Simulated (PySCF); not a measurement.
A GIAO shielding run with PySCF 2.14.0 with density-fitted response routines (density fitting, non-relativistic, gas phase) on SMILES CCS[Si@H](F)C(C)C, C5H13FSSi:

```
$ OMP_NUM_THREADS=1 python probes_run.py task.json out

{"job": {"kind": "nmr", "xc": "PBE0", "basis": "pcSseg-1"}, "charge": 0, "multiplicity": 1}
C      3.121484     0.407943     0.108794
C      2.740498    -1.056411     0.183797
S      1.144583    -1.296696     1.055167
Si    -0.272183    -0.851871    -0.490011
F      0.552264    -0.324149    -1.781093
C     -1.456477     0.532187     0.042428
C     -2.486774     0.822160    -1.047280
C     -2.151766     0.198188     1.361236
H      4.110957     0.509048    -0.332698
H      3.136126     0.843568     1.105238
H      2.411471     0.958785    -0.503364
H      3.462645    -1.620103     0.772625
H      2.655414    -1.503594    -0.804137
H     -0.879881    -2.075648    -0.983701
H     -0.872103     1.448447     0.198387
H     -3.120742    -0.045949    -1.214134
H     -3.123433     1.656380    -0.757181
H     -1.998903     1.072605    -1.986276
H     -2.786285    -0.678044     1.246199
H     -1.421300    -0.009875     2.139878
H     -2.774515     1.029972     1.685655
```

Hardware: 1 thread of an Arm Neoverse N1, shared host. The job also computes population analyses, field gradients.

(1) How large is the calculation?

(2) How long does it take, and how much memory does it need?

Results:

(1) 82 electrons, 215 basis functions and 1160 auxiliary functions.

(2) 92 s of wall time, with 12 SCF cycles and 5 response iterations; peak memory 0.96 GiB. Times on a shared host scatter by some tens of per cent.
